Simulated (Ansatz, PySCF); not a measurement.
Process, species as SMILES: C[CH](C)[Ge]([Cl])([Cl])[Cl] [trichloro(propan-2-yl)germane] + 6 [H][H] (H2) → 3 C (CH4) + 3 Cl (HCl) + [GeH4] (GeH4)
Each molecule is optimised on its own at B3LYP-D3(BJ)/def2-TZVP (Ansatz, a first-principles code), one conformer each, not searched for the lowest. Frequencies are from Ansatz or PySCF.

Wanted: energy of full hydrogenation (enthalpy at 298 K, with B3LYP-D3(BJ) rigid-rotor harmonic-oscillator terms), in eV. Correlated levels leave the core frozen unless marked. No spin-orbit coupling. The frozen core is the preceding noble-gas configuration, with the filled d and f shells of earlier blocks. No relativistic terms. CBS(X,Y): correlation extrapolated as X^-3; Hartree-Fock from the larger set. [CCSD(T)-MP2]/basis is that difference in the basis named.

```json
[
 {"level": "PBE-D3(BJ)/def2-TZVPD", "program": "Ansatz + dftd3", "energy of full hydrogenation (eV)": "0.62"},
 {"level": "PBE0/def2-SVP", "program": "Ansatz", "energy of full hydrogenation (eV)": "0.13"},
 {"level": "BHLYP-D3(BJ)/def2-TZVPD", "program": "Ansatz + dftd3", "energy of full hydrogenation (eV)": "0.37"},
 {"level": "BHLYP-D4/def2-TZVPD", "program": "Ansatz + dftd4", "energy of full hydrogenation (eV)": "0.37"},
 {"level": "wB97X-V/def2-TZVPD", "program": "Ansatz", "energy of full hydrogenation (eV)": "0.48"},
 {"level": "RI-MP2/CBS(def2-TZVPP,def2-QZVPP)+[CCSD(T)-MP2]/def2-TZVPP", "program": "Ansatz", "energy of full hydrogenation (eV)": "0.65"},
 {"level": "RI-MP2/CBS(def2-TZVPPD,def2-QZVPPD)+[CCSD(T)-MP2]/def2-TZVPPD", "program": "Ansatz", "energy of full hydrogenation (eV)": "0.64"}
]
```
